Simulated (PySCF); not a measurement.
Molecule: `[SiH3]N([SiH3])[SiH2]Cl`, ClH$_{8}$NSi$_{3}$.

Numbering as in the mapped SMILES `[SiH3:1][N:2]([SiH3:3])[SiH2:4][Cl:5]`; H(Xn) means a hydrogen on atom n.

Geometry PBE0-D3(BJ)/def2-SVP throughout; GIAO in PySCF, gas phase, one conformer, non-relativistic; equivalent atoms averaged; basis pcSseg-1.

(1) How do the shifts δ (against TMS, NH3, HCl at the same level) depend on the functional? (ppm; last column core-seconds on shared hosts with different chips, so compare them loosely; the GGAs took longer than the global hybrids here, which isn't the general rule, and the cause wasn't traced)

(2) Which nucleus moves most, in ppm?

Answers

(1) 
```tsv
functional	kind	Si4	Si1/Si3	N2	Cl5	H(Si4)	H(Si1)/H(Si3)	core-s
HF	Hartree–Fock	-18.8	-45.9	-4.6	-10.5	4.73	4.30	8.6
LDA	LDA	-1.8	-42.4	23.9	78.7	5.84	5.14	21
PBE	GGA	-9.3	-44.9	17.5	52.7	5.57	4.90	22
BLYP	GGA	-14.1	-50.0	21.1	46.0	5.42	4.75	20
BP86	GGA	-9.5	-44.6	16.7	51.2	5.55	4.88	22
OPBE	GGA	-9.5	-41.0	8.9	35.9	5.47	4.82	24
KT2	GGA	-8.3	-42.2	15.0	57.2	5.53	4.87	22
KT3	GGA	-13.3	-44.8	12.2	36.9	5.29	4.65	21
B97-D	GGA	-13.8	-46.2	13.4	33.9	5.33	4.69	20
B3LYP	global hybrid	-13.4	-47.9	14.5	33.2	5.24	4.64	12
PBE0	global hybrid	-9.5	-43.2	9.6	34.7	5.33	4.74	14
mPW1PW91	global hybrid	-10.0	-43.0	9.0	30.7	5.28	4.69	18
WP04	global hybrid	-18.9	-48.1	6.1	-0.9	4.60	3.99	12
B97-2	global hybrid	-11.9	-43.8	7.8	26.0	5.22	4.63	12
BHandHLYP	global hybrid	-14.4	-46.4	7.1	16.2	5.00	4.48	12
CAM-B3LYP	range-separated hybrid	-11.5	-46.7	11.7	28.9	5.17	4.61	17
wB97X-D	range-separated hybrid	-9.5	-43.0	7.3	25.7	5.20	4.66	17
LC-wPBE	range-separated hybrid	-7.5	-41.3	1.5	16.1	5.11	4.58	21
```

(2) Cl5 (chlorine bonded to Si): from -10.5 ppm with HF to 78.7 ppm with LDA. The smallest spread is 1.15 ppm, at H(Si1)/H(Si3).
